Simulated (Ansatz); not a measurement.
Relaxation of CH₇BOSi₂ (12 atoms, charge 0, multiplicity 1), to a largest force component of 0.015 eV/Å in at most 40 steps.

All numbers below come from RKS PBE-D4/def2-SVP in Ansatz 0.2.0.

```xyz
12
Properties=species:S:1:pos:R:3:forces:R:3
O -1.152 1.154 1.753 0.10 2.42 -1.91
B 0.215 0.855 1.697 -1.10 0.01 0.17
Si 0.836 -0.451 0.407 -1.77 -0.26 -0.13
C 2.596 -0.934 0.490 0.94 2.06 0.69
Si 2.491 0.385 -0.886 -0.12 0.09 0.87
H -1.296 1.968 1.104 0.12 -2.10 1.90
H 1.001 1.381 2.445 0.38 0.35 0.28
H -0.110 -1.274 -0.414 0.03 -0.21 0.04
H 3.097 -0.488 1.396 -0.10 -0.88 -0.50
H 2.838 -1.879 0.101 0.90 -1.93 -0.22
H 2.611 -0.181 -2.213 0.19 -0.04 -0.95
H 2.973 1.697 -0.441 0.43 0.50 -0.25
```

Task: Where does it end, and by what steps?

Result: The run converged. After 11 steps the energy has fallen by 1.201 eV; H6 moved furthest, 1.11 Å.

| step | energy less start (eV) | largest force component (eV/Å) | accepted |
| --- | --- | --- | --- |
| 0 | 0.0000 | 2.420 | yes |
| 1 | -0.5314 | 1.371 | yes |
| 2 | -0.8235 | 1.276 | yes |
| 3 | -1.0252 | 1.166 | yes |
| 4 | -1.1485 | 0.220 | yes |
| 5 | -1.1721 | 0.210 | yes |
| 6 | -1.1885 | 0.145 | yes |
| 7 | -1.1926 | 0.166 | yes |
| 8 | -1.1940 | 0.492 | yes |
| 9 | -1.2003 | 0.103 | yes |
| 10 | -1.2010 | 0.018 | yes |
| 11 | -1.2011 | 0.011 | yes |

```xyz
12
Properties=species:S:1:pos:R:3
O -1.289 1.196 1.596
B 0.049 0.979 1.474
Si 0.760 -0.404 0.225
C 2.611 -0.910 0.500
Si 2.608 0.330 -0.941
H -1.495 1.937 2.196
H 0.858 1.664 2.091
H -0.083 -1.452 -0.445
H 3.060 -0.599 1.461
H 2.865 -1.956 0.250
H 2.947 -0.227 -2.290
H 3.209 1.678 -0.678
```

The run took 30 s on 2 threads of Intel(R) Xeon(R) 6975P-C (Granite Rapids), with other jobs on the host, peak memory 0.17 GiB.
